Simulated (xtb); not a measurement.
CuI, charge -1, doublet, geometry from GFN2-xTB (such geometries of metal compounds can be far from the true shape) (the multiplicity is a formal guess), atoms displaced at random by about 0.05 Å a coordinate. Base run: GFN2-xTB (xtb).

Here is a job for xtb.
```
$ xtb mol.xyz --gfn 2 --chrg -1 --uhf 1 --opt --json

# file mol.xyz
2

Cu     0.04094138    -0.00314107    -1.61630140
I      0.01844827     0.08400152     0.85929388
```

Variants of this job, named by their change:

| change | ΔE vs base (mEh) | optimiser steps |
|---|---|---|
| base | 0.000 | 5 |
| alpb = water | -84.335 | 5 |
| opt level = loose | 0.002 | 4 |
| opt level = extreme | -0.001 | 7 |
| opt level = tight | -0.001 | 7 |
| alpb = methanol | -79.411 | 6 |
| opt level = vtight | -0.001 | 7 |
| opt level = sloppy | 0.002 | 4 |
| engine = lbfgs | -0.001 | - |
| opt level = crude | 0.002 | 4 |
